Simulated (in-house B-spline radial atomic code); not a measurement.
Radial electron density of Ag⁴⁺, [Kr] 4d6 5f1. Computed with a B-spline radial code for spherical atoms: non-relativistic LC-wPBE, spin-polarised, spherical fractional occupations, point nucleus.

Caution: exact exchange at fractional occupations of open shells leaves self-interaction of up to several eV.

Columns: r (bohr), 4πr²n(r) (electrons per bohr), bar.

```
 0.00166    2.158 #
 0.00208    3.257 ##
  0.0026    4.847 ###
 0.00327    7.199 ####
 0.00409    10.43 ######
 0.00514    14.92 #########
 0.00644    20.74 ############
 0.00808    28.01 ################
  0.0101    36.25 #####################
  0.0127    45.05 ##########################
  0.0159    52.66 ###############################
    0.02    57.67 ##################################
  0.0251    58.56 ##################################
  0.0314    55.73 #################################
  0.0394    51.82 ##############################
  0.0494    51.43 ##############################
   0.062    57.76 ##################################
  0.0777    68.35 ########################################
  0.0975    74.91 ############################################
   0.122    70.17 #########################################
   0.153    57.73 ##################################
   0.192    50.96 ##############################
   0.241    56.06 #################################
   0.302    60.31 ###################################
   0.379    49.15 #############################
   0.475    28.92 #################
   0.596    17.18 ##########
   0.748    17.17 ##########
   0.938     17.5 ##########
    1.18     12.3 #######
    1.47    5.998 ####
    1.85    1.934 #
    2.32   0.4182 
    2.91  0.05417 
    3.65  0.08785 
    4.58   0.2122 
    5.74   0.2314 
     7.2   0.1153 
    9.02  0.02465 
    11.3 0.002078 
    14.2 5.91e-05 
    17.8 2.97e-07
```

On this grid the curve has 5 maxima, near 0.0251, 0.0975, 0.302, 0.938, 5.74 bohr.

The 4d down radial function P(r) = rR(r), positive near the nucleus:

```tsv
r (bohr)	P
0.0127	0.001799
0.02	0.006287
0.0314	0.02052
0.0494	0.06142
0.0777	0.16
0.122	0.3368
0.192	0.5118
0.302	0.4137
0.475	-0.1719
0.748	-0.867
1.18	-0.9467
1.85	-0.4788
2.91	-0.1013
4.58	-0.005893
```
